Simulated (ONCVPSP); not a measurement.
# Which change was made? (P, ONCV)

```json
{"Element": "P", "Generator": "ONCVPSP 4.0.1", "Type": "optimised norm-conserving Vanderbilt (ONCV)", "Functional": "BLYP", "Relativity": "scalar-relativistic", "Frozen core": "[Ne]", "Valence charge": "5", "Reference configuration": "3s2 3p2.5 (charge +0.5)", "Partial waves": "3s: rc 1.40 bohr, ncon 4, nbas 7, qcut 3.8 1/bohr, 2 projectors, debl 0.8 Ha; 3p: rc 1.60 bohr, ncon 4, nbas 7, qcut 5.3 1/bohr, 2 projectors, debl 2.1 Ha", "Local potential": "polynomial inside 1.10 bohr (lpopt 5, dvloc0 2 Ha)", "Core correction": "Teter function, fcfact 3.5, rcfact 1.15"}
```

Cutoffs, loose and tight: the cutoffs (Ha) at which the residual kinetic energy of the hardest occupied pseudo-wave falls to 1 and 0.1 mHa per electron. They do not see the model core or the augmentation charge, which bear on the density cutoff. Test errors are all-electron minus pseudo excitation energies from the reference, over the configurations 3s2 3p3; 3s2 3p2; 3s2 3p1; 3s1 3p4; variants that change the core or the reference have their own tests.

The base gives: outcome: generated; cutoff, loose: 19 Ha; cutoff, tight: 45 Ha; bound ghosts: none; GHOST(+) flags above zero: s; largest test error (meV): +19.

Question: After one change the result is: outcome: generated; cutoff, loose: 45 Ha; cutoff, tight: 58 Ha; bound ghosts: none; GHOST(+) flags above zero: s; largest test error (meV): +19. Which change was it?
A. s: qcut 2.3
B. core correction Teter function, fcfact 3.5, rcfact 2.02
C. s: rc 2.02
D. functional PBE

Answer: A. The others give: core correction Teter function, fcfact 3.5, rcfact 2.02 → outcome: generated; cutoff, loose: 19 Ha; cutoff, tight: 45 Ha; bound ghosts: none; GHOST(+) flags above zero: s; largest test error (meV): -87 | functional PBE → outcome: generated; cutoff, loose: 18 Ha; cutoff, tight: 43 Ha; bound ghosts: none; GHOST(+) flags above zero: s; largest test error (meV): +3.3 | s: rc 2.02 → outcome: generated; cutoff, loose: 7.9 Ha; cutoff, tight: 27 Ha; bound ghosts: none; GHOST(+) flags above zero: s; largest test error (meV): +27.
